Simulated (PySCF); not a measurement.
Radial density of Mo²⁺ (molybdenum, charge +2)

UHF, [Kr] 4d3 5s1, high-spin 5F determinant (an excited configuration). Calculation: PySCF 2.14, in ANO-RCC-VTZP; the spin-free X2C one-electron Hamiltonian (Gaussian nucleus).

```
r (bohr)  4πr²ρ (e/bohr)  4πr²(ρα − ρβ)
  0.0300           51.63         0.0001
  0.0505           44.64        -0.0050
  0.0850           59.99         0.0325
   0.143           57.87         0.1844
   0.240           41.60         0.4362
   0.404           46.25         0.1837
   0.680           13.85         0.3095
    1.14           10.73         1.9631
    1.92           3.102         1.6162
    3.24          0.5329         0.5192
    5.44         0.04244         0.0424
    9.16       0.0009091         0.0009
```

Densities and radii are taken from the X2C orbitals without a picture-change correction, which distorts them close to the nucleus.

Q: Where is the radial spin density 4πr²(ρα − ρβ) most negative, and why is it negative at all?

A: Around r = 0.0505 bohr, down to -0.0050 e/bohr: exchange with the open shell polarises the paired shells in an unrestricted calculation.
